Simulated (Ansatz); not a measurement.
Reactions of CH6F2GeSi, SMILES `C[Si](F)(F)[GeH3]`.

Gas-phase electronic energies from Ansatz, PBE0-D4/def2-TZVP geometries. CBS: MP2 limit from def2 TZ/QZ plus the TZ coupled-cluster correction, frozen cores. This one scheme is used for every species. DFT in def2-TZVPP. No spin–orbit coupling; open shells (•) take unrestricted orbitals. def2 core potentials past Kr. For Ge, I, Sn outer-core shells are correlated without core-valence functions, which leaves a few kJ/mol of doubt a bond. Scalar relativity is left out up to krypton. Each species was taken in one conformer, which may not be the lowest.

| reaction | HF/CBS(def2) (kcal/mol) | ωB97M-V (kcal/mol) | PBE-D4 (kcal/mol) | CCSD(T)/CBS(def2) (kcal/mol) |
| --- | --- | --- | --- | --- |
| `C[Si](F)(F)[GeH3]` + HI → `C[Si](F)(F)I` + GeH₄ | -21.7 | -19.7 | -17.6 | -19.8 |
| `C[Si](F)(F)[GeH3]` + `N[SiH](F)F` → `F[SiH](F)[NH][GeH3]` + `C[SiH](F)F` | -5.8 | -0.9 | 3.1 | -1.4 |
| `C[Si](F)(F)[GeH3]` → `[GeH3]`• + `C[Si](F)F`• | 55.5 | 79.1 | 75.7 | 80.8 |
| `C[Si](F)(F)[GeH3]` + H₂ → `F[SiH](F)[GeH3]` + CH₄ | -8.2 | -2.0 | -1.6 | -2.3 |
| `C[Si](F)(F)[GeH3]` + `C#[C][SnH2][CH3]` → `F[SiH](F)[GeH3]` + `C#[C][SnH]([CH3])[CH3]` | 6.8 | 7.8 | 7.6 | 5.5 |
| `C[Si](F)(F)[GeH3]` + `CC[O][SnH3]` → `C[Si](F)(F)[SnH3]` + `CC[O][GeH3]` | -5.0 | -3.8 | -2.9 | -2.7 |

Largest T1 diagnostic: 0.013, for `C[Si](F)F`•.
